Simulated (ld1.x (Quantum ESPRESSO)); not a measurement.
**Transferability test, TM potential for lanthanum**

| Quantity | Value |
| --- | --- |
| Element | lanthanum (La) |
| Generator | ld1.x (Quantum ESPRESSO) 7.5 |
| Type | norm-conserving Troullier–Martins (Kleinman–Bylander form) |
| Functional | LDA (PZ) |
| Relativity | scalar-relativistic |
| Frozen core | [Kr] 4d10 |
| Valence charge | 11 |
| Reference configuration | 4f0 5s2 5p6 5d1 6s2 6p0 |
| Partial waves | 5s (bound): rc 2.25 bohr; 5p (bound): rc 2.85 bohr; 5d (bound): rc 3.35 bohr; 4f (bound, empty): rc 1.90 bohr |
| Local potential | all-electron potential smoothed inside 2.65 bohr (lloc = -1) |
| Core correction | none |

Occupied shells without a wave of their own: 6s. They enter only through the test configuration that unscreens the potential.

Energies are relative to the spin-unpolarised reference configuration 4f0 5s2 5p6 5d1 6s2 6p0; without spin polarisation the order of configurations can differ from experiment. Spin-polarised rows fill each open shell by Hund’s rule, majority spin first.

Q: Give the all-electron excitation energy and the error of the potential for: 4f0 5s2 5p6 5d1 6s1 6p0; 4f0 5s2 5p6 5d1 6s0 6p0; 4f0 5s2 5p6 5d0 6s0 6p0; 4f0 5s2 5p6 5d1 6s1.5 6p0; 4f1 5s2 5p6 5d1 6s0 6p0; 4f0 5s2 5p5 5d1 6s2 6p0; 4f0 5s1 5p6 5d1 6s2 6p0; 4f0 5s2 5p6 5d1 6s2 6p0 (spin-polarised); 4f0 5s2 5p6 5d1 6s1 6p0 (spin-polarised).

A:

```csv
valence configuration,charge,ΔE all-electron (eV),error AE − PS (meV)
4f0 5s2 5p6 5d1 6s1 6p0,+1,6.163,+358
4f0 5s2 5p6 5d1 6s0 6p0,+2,17.315,+934
4f0 5s2 5p6 5d0 6s0 6p0,+3,36.416,+1336
4f0 5s2 5p6 5d1 6s1.5 6p0,+0.5,2.482,+156
4f1 5s2 5p6 5d1 6s0 6p0,+1,7.077,+663
4f0 5s2 5p5 5d1 6s2 6p0,+1,27.084,-101
4f0 5s1 5p6 5d1 6s2 6p0,+1,44.201,-144
4f0 5s2 5p6 5d1 6s2 6p0 (spin-polarised),0,-0.097,+4.1
4f0 5s2 5p6 5d1 6s1 6p0 (spin-polarised),+1,5.737,+358
```

Levels in the configuration 4f1 5s2 5p6 5d1 6s0 6p0:

```json
{"level": "4f", "all-electron (eV)": "-3.899", "pseudo (eV)": "-3.801"}
{"level": "5s", "all-electron (eV)": "-39.951", "pseudo (eV)": "-39.258"}
{"level": "5p", "all-electron (eV)": "-24.102", "pseudo (eV)": "-23.490"}
{"level": "5d", "all-electron (eV)": "-6.312", "pseudo (eV)": "-6.027"}
```

The 6s level has no wave, so the channel is fitted at the deeper level alone: the likely source of the large errors.

The potential misses its own reference levels by up to 0.3 eV.
